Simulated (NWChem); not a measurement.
System: SiBr$_{4}$; SMILES Br[Si](Br)(Br)Br

NWChem input:

```
start job
memory heap 200 mb stack 900 mb global 1100 mb
geometry units angstroms noautosym nocenter noautoz
  Br    -1.829440    -1.263794     0.070922
  Si    -0.000011     0.000004     0.000012
  Br     1.799962    -1.304836    -0.081261
  Br     0.090726     1.276117     1.819994
  Br    -0.061278     1.292500    -1.809630
end
basis spherical
  * library 6-31g*
end
dft
  xc pbe0
  iterations 150
end
cosmo
  do_cosmo_smd true
  solvent water
end
task dft energy
```

All runs use the structure optimised with B3LYP/6-31G* (spherical d). Solvent: water.

Level: PBE0/6-31G* with SMD (1 M gas to 1 M solution), gas-phase geometry. Reactions with the solvent are ignored.

Problem. What results follow from this input? (PBE0/6-31G* (spherical d), SMD on the gas-phase geometry.) Quantities: solvation free energy (kcal/mol); cavity-dispersion-structure term (kcal/mol).

Solution. 
* **solvation free energy (kcal/mol)**: -1.7
* **cavity-dispersion-structure term (kcal/mol)**: -1.5
